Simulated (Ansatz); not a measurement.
Molecule: sum formula SiH2I, net charge 0, doublet state. It need not be the lowest isomer of its formula. 
Coordinates optimised at B3LYP-D3(BJ)/def2-TZVP (Ansatz, an electronic-structure program):
```
Si
H 1 1.4853
H 1 1.4853 2 110.24
I 1 2.4544 2 108.61 3 118.89
```
Charge 0, spin multiplicity 2.

Basis-set convergence of Hartree-Fock and CCSD correlation energies (hartree) with Ansatz. Valence correlation only, unless marked. UHF or UKS for open shells. Spin-orbit coupling is left out. Frozen are the shells of the preceding noble gas and the d and f shells that filled before the atom's block. Past Kr the def2 sets carry scalar-relativistic core potentials.

```csv
basis,functions,E(HF),"E(corr, CCSD)"
def2-SVPD,75,-586.65700,-0.21987
def2-TZVPPD,141,[?],[?]
```

Q: What belongs in the gaps?

A: 
- def2-TZVPPD, E(HF): -586.76718
- def2-TZVPPD, E(corr, CCSD): -0.27635
